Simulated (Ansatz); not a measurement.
Species: C₂H₃ClF₂, charge 0, singlet. C2H3ClF2 (SMILES FC(F)CCl).
B3LYP-D3(BJ)/def2-TZVP minimum from Ansatz (a quantum-chemistry and plane-wave program):
```xyz
8

F      1.3417    -0.7901     0.5373
C      0.8696     0.2783    -0.1600
F      1.6213     1.3658     0.1986
C     -0.5684     0.5640     0.2077
Cl    -1.6439    -0.7319    -0.3957
H      1.0205     0.0884    -1.2240
H     -0.6665     0.6192     1.2892
H     -0.8815     1.5000    -0.2473
```
Charge 0, spin multiplicity 1.

Quantity: atomisation energy (electronic, to ground-state atoms), in kJ/mol. Open shells are spin-unrestricted; no spin-orbit coupling. CBS(X,Y): correlation extrapolated as X^-3, Hartree-Fock from the larger set. A bracket is a step between two methods taken in the basis named. Functionals run without relativity, which enters their misses. Double hybrids freeze cores in their MP2 part. 'core' is core correlation in cc-pwCVTZ (1s frozen past Ne), 'X2C' scalar relativity in cc-pVTZ-DK, both at CCSD(T). Where a partner has so few electrons that a lower coupled-cluster level is exact, that level stands in.

CCSD(T)/CBS(cc-pV(T+d)Z,cc-pV(Q+d)Z) + [CCSDT(Q) - CCSD(T)]/cc-pV(D+d)Z + core + X2C (Ansatz) gives 2992.8 kJ/mol.

**Question.** How far off this value is PBE/def2-TZVPD (Ansatz), in which direction, and which of these levels come nearer: r2SCAN/def2-TZVPD, B3LYP/def2-TZVPD, PBE0/def2-TZVPD, wB97M-V/def2-TZVPD, B2PLYP/def2-TZVPD, CCSD(T)/CBS(cc-pV(T+d)Z,cc-pV(Q+d)Z) + core + X2C?

**Answer.** PBE gives 3074.6 kJ/mol, 81.8 kJ/mol above it. Differences of the others: r2SCAN/def2-TZVPD (Ansatz) 2.3; B3LYP/def2-TZVPD (Ansatz) -49.4; PBE0/def2-TZVPD (Ansatz) -0.2; wB97M-V/def2-TZVPD (Ansatz) -0.3; B2PLYP/def2-TZVPD (Ansatz) -51.6; CCSD(T)/CBS(cc-pV(T+d)Z,cc-pV(Q+d)Z) + core + X2C (Ansatz) -2.9 kJ/mol. Nearer than PBE: r2SCAN/def2-TZVPD, B3LYP/def2-TZVPD, PBE0/def2-TZVPD, wB97M-V/def2-TZVPD, B2PLYP/def2-TZVPD, CCSD(T)/CBS(cc-pV(T+d)Z,cc-pV(Q+d)Z) + core + X2C.
